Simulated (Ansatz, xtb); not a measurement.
**Two isomers of C4H6N2S**

We compare I, `CCc1ncsn1`, a singlet, with II, `CCc1ncns1`, a singlet. Both are isolated molecules in the gas phase, relaxed with r2SCAN-D4/def2-SVP; the shapes shown needn't be the lowest conformers.

I (Å):

```xyz
13

C    -0.2646    0.1626   -1.7759
C    -0.1797   -1.3476   -1.9994
C     0.8616   -1.9921   -1.1381
C     2.8914   -2.2773   -0.3868
N     2.1728   -1.5896   -1.2308
N     0.5444   -2.9392   -0.2730
S     1.9404   -3.4096    0.5104
H    -1.0071    0.6152   -2.4503
H     0.7105    0.6360   -1.9652
H    -0.5594    0.3926   -0.7400
H     0.0794   -1.5510   -3.0536
H    -1.1416   -1.8396   -1.7947
H     3.9713   -2.1606   -0.2564
```

II (Å):

```xyz
13

C    -1.1044    0.3281    0.3836
C    -1.3031   -1.1294   -0.0426
C    -0.0499   -1.7735   -0.5402
C     1.4177   -2.6781   -1.8790
N     0.1614   -2.1579   -1.7759
N     2.2053   -2.7294   -0.8267
S     1.3536   -2.0792    0.4543
H    -0.7236    0.9329   -0.4534
H    -0.3851    0.4099    1.2138
H    -2.0574    0.7650    0.7176
H    -2.0352   -1.1994   -0.8617
H    -1.7033   -1.7155    0.8032
H     1.7797   -3.0577   -2.8399
```

Quicker runs give these differences E(II) − E(I): GFN2-xTB −1.75 kJ/mol; HF/STO-3G +3.02 kJ/mol (at GFN2-xTB geometries); r2SCAN-D4/def2-SVP//GFN2-xTB +1.24 kJ/mol.

Estimate which is lower in electronic energy at CCSD(T)/def2-SVP + ΔMP2/def2-TZVPP, and by roughly how much.

Too close to call at this level: CCSD(T)/def2-SVP + ΔMP2/def2-TZVPP gives E(II) − E(I) = +2.18 kJ/mol.

The same difference at several levels:

```
                             level            geometry  E(II) − E(I) (kJ/mol)  departure from the last row (kJ/mol)  job, with rough time for the two
                          GFN2-xTB            GFN2-xTB                   −1.75                                 −3.93              optimisation, 0.23 s
                         HF/STO-3G            GFN2-xTB                   +3.02                                 +0.84              single point, 0.34 s
      r2SCAN-D4/def2-SVP//GFN2-xTB            GFN2-xTB                   +1.24                                 −0.94               single point, 3.4 s
                r2SCAN-D4/def2-SVP  r2SCAN-D4/def2-SVP                   +0.78                                 −1.40                optimisation, 35 s
                       HF/def2-SVP  r2SCAN-D4/def2-SVP                   +1.22                                 −0.96           part of the CCSD(T) run
                      MP2/def2-SVP  r2SCAN-D4/def2-SVP                   +1.72                                 −0.46           part of the CCSD(T) run
                  CCSD(T)/def2-SVP  r2SCAN-D4/def2-SVP                   +1.47                                 −0.71                      single point
CCSD(T)/def2-SVP + ΔMP2/def2-TZVPP  r2SCAN-D4/def2-SVP                   +2.18                                                      single point, 52 s
```

As drawn, both hold the same kinds of bond in the same numbers.

The largest departure from CCSD(T)/def2-SVP + ΔMP2/def2-TZVPP is that of GFN2-xTB, 3.93 kJ/mol. The last row adds to CCSD(T) the change of the MP2 difference between the two basis sets, here +0.71 kJ/mol.

With thermal terms from frequencies at re-optimised GFN2-xTB minima (ideal gas, soft modes damped towards free rotors, one conformer each, 298.15 K, 1 atm): on the last row, ΔE + ΔZPE = +2.13, ΔH = +2.19, ΔG = +1.98 kJ/mol.

The correlated steps freeze 11 core orbitals. Codes used: Ansatz 0.2.0, xtb 6.7.1; the last row on 4 threads of Arm Neoverse V1 on a shared host.
